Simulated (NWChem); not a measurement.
Molecule: CrNH2O2F; SMILES [NH2][Cr](=[O])(=[O])[F]

```xyz
7

Cr     0.0625    -0.0135    -0.0004
O      0.9129     0.1593     1.2645
O      0.8970     0.1589    -1.2758
F     -0.6740    -1.5537     0.0044
N     -1.1695     1.2439     0.0070
H     -1.4637     1.7128     0.8601
H     -1.4741     1.7126    -0.8424
```
Atoms are numbered in this order, from 1.

Level: PBE0/def2-SVP (NWChem), optimised geometry, unscaled harmonic frequencies. 

| frequency (cm⁻¹) | IR intensity (km/mol) |
|---|---|
| 252 | 8.8 |
| 268 | 2.5 |
| 296 | 0.0 |
| 327 | 12.0 |
| 401 | 12.0 |
| 422 | 1.7 |
| 499 | 161.8 |
| 709 | 4.3 |
| 753 | 80.4 |
| 810 | 126.0 |
| 1161 | 90.7 |
| 1181 | 198.8 |
| 1476 | 41.6 |
| 3576 | 149.3 |
| 3702 | 80.2 |

| Property | Result |
|---|---|
| zero-point energy | 22.6 kcal/mol |
| thermal correction to the enthalpy at 298.15 K (with zero-point energy) | 26.8 kcal/mol |
| heat capacity Cv | 19.6 cal/(mol K) |
| entropy at 298.15 K and 1 atm (symmetry number 1) | 75.6 cal/(mol K) |
| dipole moment | 3.87 D |

Rigid rotor and harmonic oscillator.
